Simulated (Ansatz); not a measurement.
Molecule: sum formula HGeO (charge +1, singlet). It need not be the lowest isomer of its formula. SMILES: [OH+]=[Ge]
Geometry: optimised at B3LYP-D3(BJ)/def2-TZVP (Ansatz, an electronic-structure program).

Quantity: vertical ionisation energy (to the doublet state of charge +2; each state is the SCF solution reached for its spin), in eV. Cores are frozen in the correlated levels unless marked. UHF or UKS for open shells. No spin-orbit coupling. Frozen are the shells of the preceding noble gas and the d and f shells that filled before the atom's block. Non-relativistic. Basis-set limits of correlation are two-point, X^-3; Hartree-Fock from the larger set.

```
level                 program  vertical ionisation energy (eV)
--------------------  -------  -------------------------------
CAM-B3LYP/def2-TZVPD   Ansatz                            19.73
wB97X-V/def2-TZVPD     Ansatz                            19.66
```

Task: Estimate the value at CCSD(T)/CBS(aug-cc-pVTZ,aug-cc-pVQZ) as computed with Ansatz.

Result: 19.75 eV, so wB97X-V/def2-TZVPD differs from it by -0.09 eV.
